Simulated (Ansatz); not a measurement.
Harmonic vibrations of K2S2⁻ by finite differences.

```yaml
crystal:
  periodic: [false, false, false]
  atoms:
    - {symbol: K, position_ang: [0.158941, -1.023281, -2.085761]}
    - {symbol: K, position_ang: [-1.573524, 0.264246, 1.696144]}
    - {symbol: S, position_ang: [1.063703, -0.526842, 0.666568]}
    - {symbol: S, position_ang: [0.350880, 1.285877, -0.276950]}
basis:
  gaussian: {orbitals: def2-TZVPD}
total_charge: -1
magnetization: {spin_polarized: true, initial_magnetization: 1}
hamiltonian: {xc: r2scan, dispersion: d4}
scf: {omitted_lower_state_checks: [starts]}
phonons: {temperatures: {t_min: 298.15, t_max: 900, t_step: 200}}
```

```sh
$ ansatz run in.yaml --threads 4 --pin off --events-out ev --progress --plain --max-ram 3916MiB
```

It prints (some lines left out):

```
Functional definition: r2SCAN
mean field -54320.78027882 eV, -1996.2518552993 hartree, gradient 1.6e-5 eV, S^2 0.750274; 0 other end points of the search recorded, 0 dependent functions left out
mean field -54320.78028062 eV, -1996.2518553654 hartree, gradient 2.6e-6 eV, S^2 0.750274; 0 other end points of the search recorded, 0 dependent functions left out
mean field -54320.78027534 eV, -1996.2518551715 hartree, gradient 1.7e-6 eV, S^2 0.750274; 0 other end points of the search recorded, 0 dependent functions left out
mean field -54320.78027761 eV, -1996.2518552547 hartree, gradient 2.4e-6 eV, S^2 0.750274; 0 other end points of the search recorded, 0 dependent functions left out
mean field -54320.78027001 eV, -1996.2518549756 hartree, gradient 1.8e-6 eV, S^2 0.750274; 0 other end points of the search recorded, 0 dependent functions left out
mean field -54320.78027424 eV, -1996.2518551312 hartree, gradient 1.8e-6 eV, S^2 0.750274; 0 other end points of the search recorded, 0 dependent functions left out
mean field -54320.78026465 eV, -1996.2518547786 hartree, gradient 2.8e-6 eV, S^2 0.750275; 0 other end points of the search recorded, 0 dependent functions left out
mean field -54320.78027596 eV, -1996.2518551942 hartree, gradient 1.3e-6 eV, S^2 0.750274; 0 other end points of the search recorded, 0 dependent functions left out
mean field -54320.78026393 eV, -1996.2518547521 hartree, gradient 2.7e-6 eV, S^2 0.750274; 0 other end points of the search recorded, 0 dependent functions left out
mean field -54320.78027786 eV, -1996.2518552640 hartree, gradient 2.1e-6 eV, S^2 0.750274; 0 other end points of the search recorded, 0 dependent functions left out
mean field -54320.78027616 eV, -1996.2518552017 hartree, gradient 2.4e-6 eV, S^2 0.750274; 0 other end points of the search recorded, 0 dependent functions left out
mean field -54320.78027203 eV, -1996.2518550497 hartree, gradient 2.0e-6 eV, S^2 0.750274; 0 other end points of the search recorded, 0 dependent functions left out
mean field -54320.78027653 eV, -1996.2518552152 hartree, gradient 1.3e-6 eV, S^2 0.750274; 0 other end points of the search recorded, 0 dependent functions left out
mean field -54320.78026490 eV, -1996.2518547876 hartree, gradient 2.7e-6 eV, S^2 0.750275; 0 other end points of the search recorded, 0 dependent functions left out
mean field -54320.78027109 eV, -1996.2518550154 hartree, gradient 2.9e-6 eV, S^2 0.750274; 0 other end points of the search recorded, 0 dependent functions left out
mean field -54320.78024786 eV, -1996.2518541617 hartree, gradient 1.5e-6 eV, S^2 0.750274; 0 other end points of the search recorded, 0 dependent functions left out
mean field -54320.78025993 eV, -1996.2518546052 hartree, gradient 1.5e-6 eV, S^2 0.750275; 0 other end points of the search recorded, 0 dependent functions left out
mean field -54320.78026578 eV, -1996.2518548200 hartree, gradient 1.4e-6 eV, S^2 0.750275; 0 other end points of the search recorded, 0 dependent functions left out
mean field -54320.78026351 eV, -1996.2518547366 hartree, gradient 1.4e-6 eV, S^2 0.750274; 0 other end points of the search recorded, 0 dependent functions left out
mean field -54320.78026573 eV, -1996.2518548183 hartree, gradient 1.1e-6 eV, S^2 0.750274; 0 other end points of the search recorded, 0 dependent functions left out
mean field -54320.78027684 eV, -1996.2518552264 hartree, gradient 1.2e-6 eV, S^2 0.750274; 0 other end points of the search recorded, 0 dependent functions left out
mean field -54320.78025079 eV, -1996.2518542694 hartree, gradient 1.2e-6 eV, S^2 0.750275; 0 other end points of the search recorded, 0 dependent functions left out
mean field -54320.78024802 eV, -1996.2518541675 hartree, gradient 2.6e-6 eV, S^2 0.750274; 0 other end points of the search recorded, 0 dependent functions left out
mean field -54320.78026217 eV, -1996.2518546873 hartree, gradient 1.5e-6 eV, S^2 0.750274; 0 other end points of the search recorded, 0 dependent functions left out
mean field -54320.78026952 eV, -1996.2518549576 hartree, gradient 1.6e-6 eV, S^2 0.750274; 0 other end points of the search recorded, 0 dependent functions left out
Total energy: -54320.80613102 eV, -1996.2528053502 hartree
Atom 0 at     0.158941    -1.023281    -2.085761 Å, force     0.001169     0.001773     0.002322 eV/Å
Atom 1 at    -1.573524     0.264246     1.696144 Å, force     0.002823     0.000371    -0.001150 eV/Å
Atom 2 at     1.063703    -0.526842     0.666568 Å, force    -0.001513    -0.002509     0.000363 eV/Å
Atom 3 at     0.350880     1.285877    -0.276950 Å, force    -0.002479     0.000365    -0.001534 eV/Å
Dipole moment:     0.135591     0.072774     0.037374 e Å
Vibrations: 34.14 168.32 179.76 207.45 210.68 435.32 cm⁻¹, zero-point energy 0.076601 eV
Checks for a lower state left out: starts
```

Run time 2.1 min (4 threads of Arm Neoverse V1 on a shared host).

The structure comes from a short search, and lower isomers may exist.
